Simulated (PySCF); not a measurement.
C₃H₆N₂Si, SMILES C1N=C[SiH2]C=N1. Atoms are numbered in the order given.

```xyz
12

C      0.0000     1.4479    -0.2404
N      0.0000     1.2935     1.0364
C      0.0000     0.0000     1.6871
N      0.0000    -1.2935     1.0364
C      0.0000    -1.4479    -0.2404
Si     0.0000     0.0000    -1.4724
H      0.0000     2.5046    -0.5936
H      0.8722     0.0000     2.3829
H     -0.8722     0.0000     2.3829
H      0.0000    -2.5046    -0.5936
H     -1.2191     0.0000    -2.3565
H      1.2191     0.0000    -2.3565
```
Charge 0, spin multiplicity 1.

Geometry optimised at PBE-D3(BJ)/def2-SVP. The structure was generated by enumeration, and PubChem lists no compound with its InChIKey, so it may never have been made. The values are those of a single conformer.

Level of theory: PySCF 2.14.0 with PBE-D3(BJ)/def2-SVP.

Frequencies are harmonic and unscaled.

A small imaginary wavenumber (i) marks a very flat motion, where grid noise or a shallow saddle decides the sign.

```tsv
mode	ν (cm⁻¹)	IR (km/mol)	moving atoms (share of kinetic energy)
1	10i	1.7	H 49 %, C 39 %, Si 9 %
2	316	0.0	N 50 %, C 28 %, H 22 %
3	363	27.1	H 55 %, N 29 %, C 15 %
4	402	1.1	Si 47 %, C 32 %, N 14 %
5	419	17.8	N 57 %, C 26 %, Si 12 %
6	534	11.4	H 77 %, Si 14 %, C 8 %
7	606	16.6	H 59 %, C 29 %
8	625	10.9	C 46 %, N 30 %, Si 18 %
9	625	0.0	H 90 %
10	776	54.3	N 61 %, C 24 %, H 15 %
11	787	29.8	H 56 %, C 33 %
12	820	46.0	H 44 %, Si 28 %, C 27 %
13	877	0.0	H 78 %, C 22 %
14	910	94.4	H 92 %
15	922	4.7	C 79 %, H 12 %, N 9 %
16	973	33.9	C 58 %, H 21 %, N 20 %
17	985	9.8	H 52 %, C 36 %, N 13 %
18	1244	0.0	H 95 %
19	1279	1.0	H 81 %, C 19 %
20	1311	31.5	H 74 %, C 17 %, N 9 %
21	1313	10.4	H 90 %
22	1329	5.8	H 84 %, C 10 %
23	1633	0.5	N 50 %, C 47 %
24	1655	18.0	C 49 %, N 49 %
25	2152	91.6	H 98 %
26	2154	92.3	H 96 %
27	2947	10.8	H 94 %
28	2965	84.7	H 92 %
29	2966	0.0	H 92 %, C 8 %
30	2972	1.8	H 91 %, C 9 %
```
